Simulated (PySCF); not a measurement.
# SMILES [SiH3]C[SiH2]P[SiH3], CH$_{11}$PSi$_{3}$

Molfile (atoms numbered from 1):
```
CH11PSi3
     RDKit          3D

 16 15  0  0  0  0  0  0  0  0999 V2000
   -2.4569    0.6559    0.6099 Si  0  0  0  0  0  4  0  0  0  0  0  0
   -1.3482   -0.0103   -0.7608 C   0  0  0  0  0  0  0  0  0  0  0  0
   -0.2033   -1.4210   -0.2707 Si  0  0  0  0  0  4  0  0  0  0  0  0
    0.9313   -0.8261    1.6037 P   0  0  0  0  0  0  0  0  0  0  0  0
    2.0038    0.9288    0.6666 Si  0  0  0  0  0  4  0  0  0  0  0  0
   -3.3362    1.7449    0.0832 H   0  0  0  0  0  0  0  0  0  0  0  0
   -3.3204   -0.4374    1.1515 H   0  0  0  0  0  0  0  0  0  0  0  0
   -1.6289    1.2091    1.7238 H   0  0  0  0  0  0  0  0  0  0  0  0
   -0.7435    0.8227   -1.1594 H   0  0  0  0  0  0  0  0  0  0  0  0
   -1.9847   -0.3627   -1.5911 H   0  0  0  0  0  0  0  0  0  0  0  0
    0.7280   -1.7531   -1.3949 H   0  0  0  0  0  0  0  0  0  0  0  0
   -1.0044   -2.6411    0.0537 H   0  0  0  0  0  0  0  0  0  0  0  0
    2.0019   -1.7483    1.3906 H   0  0  0  0  0  0  0  0  0  0  0  0
    2.4653    0.6708   -0.7342 H   0  0  0  0  0  0  0  0  0  0  0  0
    1.0495    2.0784    0.6442 H   0  0  0  0  0  0  0  0  0  0  0  0
    3.1820    1.2867    1.5107 H   0  0  0  0  0  0  0  0  0  0  0  0
  1  2  1  0
  2  3  1  0
  3  4  1  0
  4  5  1  0
  1  6  1  0
  1  7  1  0
  1  8  1  0
  2  9  1  0
  2 10  1  0
  3 11  1  0
  3 12  1  0
  4 13  1  0
  5 14  1  0
  5 15  1  0
  5 16  1  0
M  END
```

Theory: PySCF, GIAO B3LYP/pcSseg-1 magnetisability, rotational g tensor and spin-rotation constants, non-relativistic, gas phase. Geometry: PBE0-D3(BJ)/def2-SVP.

Problem. Give the nuclear spin-rotation constants along the inertial axes (H = +C I·J) beside the isotropic shieldings.

Solution. Rotational constants 2.3602, 1.0732, 0.9440 GHz. A star marks the isotopologue with that one atom substituted, in its own axes.
```
atom  isotope  Caa (kHz)  Cbb (kHz)  Ccc (kHz)  mean (kHz)  σ (ppm)
  P4      31P      1.851      0.900      0.930       1.227    609.3
  H6       1H     -0.071     -0.040     -0.067      -0.059     27.4
  H7       1H     -0.138     -0.044     -0.039      -0.074     27.6
  H8       1H     -0.065     -0.057     -0.055      -0.059     27.5
  H9       1H     -0.221     -0.074     -0.061      -0.119     31.5
 H10       1H     -0.131     -0.097     -0.075      -0.101     31.4
 H11       1H     -0.139     -0.069     -0.004      -0.071     26.8
 H12       1H     -0.141     -0.014     -0.054      -0.070     26.9
 H13       1H     -0.113     -0.061     -0.105      -0.093     30.6
 H14       1H     -0.200     -0.075      0.014      -0.087     27.4
 H15       1H     -0.075     -0.017     -0.091      -0.061     27.5
 H16       1H      0.034     -0.080     -0.074      -0.040     27.2
 Si1    29Si*     -1.363     -0.601     -0.505      -0.823    409.7
  C2     13C*      0.238      0.119      0.098       0.152    193.0
 Si3    29Si*     -1.370     -0.678     -0.574      -0.874    370.6
 Si5    29Si*     -1.407     -0.579     -0.509      -0.832    409.2
```
For the geometry as given, no vibrational averaging.
